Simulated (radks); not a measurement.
Hf LXI, configuration [Ne] 3s2. All-electron calculation, Dirac Kohn-Sham, BLYP, spin-unpolarised, spherical densities, finite nucleus; Fermi nuclear charge, rms radius 5.347 fm. Program: a radial shooting solver on a logarithmic mesh with Libxc functionals.

Unscreened Slater integrals over Kohn-Sham orbitals (hartree). Large and small components are both included. Empty in this configuration: 3p1/2.

integral           value
F0(3s1/2,3s1/2)   4.7433
F0(3s1/2,2p3/2)   6.1875
G1(3s1/2,2p3/2)  0.64618
F0(3s1/2,2p1/2)   6.3087
G1(3s1/2,2p1/2)  0.66182
F0(3s1/2,2s1/2)   6.1105
G0(3s1/2,2s1/2)  0.57572
F0(3s1/2,3p1/2)   4.8884
G1(3s1/2,3p1/2)   3.0200
F0(2p3/2,2p3/2)   12.561
F2(2p3/2,2p3/2)   5.9904
F0(2p3/2,2p1/2)   13.223
G2(2p3/2,2p1/2)   5.8488
F0(2p3/2,2s1/2)   11.911
G1(2p3/2,2s1/2)   6.7276
F0(2p3/2,3p1/2)   6.6226
G2(2p3/2,3p1/2)  0.73723
F0(2p1/2,2p1/2)   14.041
F0(2p1/2,2s1/2)   12.469
G1(2p1/2,2s1/2)   6.5083
F0(2p1/2,3p1/2)   6.7820
G0(2p1/2,3p1/2)  0.77511
F0(2s1/2,2s1/2)   11.523
F0(2s1/2,3p1/2)   6.4900
G1(2s1/2,3p1/2)  0.56991
F0(3p1/2,3p1/2)   5.0724
